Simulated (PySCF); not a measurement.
# Working out the excitation energy of I⁺

I⁺ [Kr] 4d10 5s2 5p4 (3P) → I⁺ [Kr] 4d10 5s1 5p5 (3P). All numbers are calculated (PySCF 2.14, scalar relativity through the core potential, in aug-cc-pVTZ-PP with ECP28MDF (6s5p4d2f, 55 functions)). Frozen: 4s2 4p6 4d10. Energies in hartree (1 hartree = 27.21139 eV):

```csv
part,I⁺ (lower),I⁺ (upper)
UHF,-294.311086,-293.869287
CCSD correlation,-0.105640,-0.174172
(T),-0.002964,-0.018056
```

Q: What does Hartree-Fock give?

A: (-293.869287) − (-294.311086) = 0.441799 hartree = 12.022 eV.

Q: What do CCSD and CCSD(T) give?

A: The CCSD correlation energies differ by -0.068532 hartree = -1.865 eV and the triples by -0.015092 hartree = -0.411 eV, so CCSD gives 10.157 eV and CCSD(T) 9.746 eV.

Measured between the centres of the two terms (NIST): 9.986 eV, so CCSD(T) (valence) is off by -0.240 eV.

The coupled-cluster amplitudes are large, so a single reference is strained.

What remains against the reference includes basis incompleteness, the frozen core and higher excitations.
